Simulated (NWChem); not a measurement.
System: InCl, singlet; SMILES [Cl][In]

```xyz
2

In     0.0000     0.0000    -0.6280
Cl     0.0000     0.0000     1.7855
```
Atoms are numbered in this order, from 1.

Low-valent species are run as closed-shell singlets; no triplet was tried in these runs. Structure relaxed at the PBE0-D3(BJ)/def2-TZVP level. def2 effective core potentials on In; no spin-orbit coupling.

### Question
List the 4 lowest vertical singlet excitations from PBE/def2-SVPD with def2 effective core potentials on In, TDA (NWChem).

### Answer
| state | energy (eV) | oscillator strength | leading excitation (squared amplitude) |
|---|---|---|---|
| S1 | 4.52 | 0.101 | HOMO → LUMO (0.95) |
| S2 | 4.52 | 0.101 | HOMO → LUMO+1 (0.95) |
| S3 | 4.57 | 0.000 | HOMO−2 → LUMO+1 (0.50) |
| S4 | 4.64 | 0.000 | HOMO−2 → LUMO (0.50) |
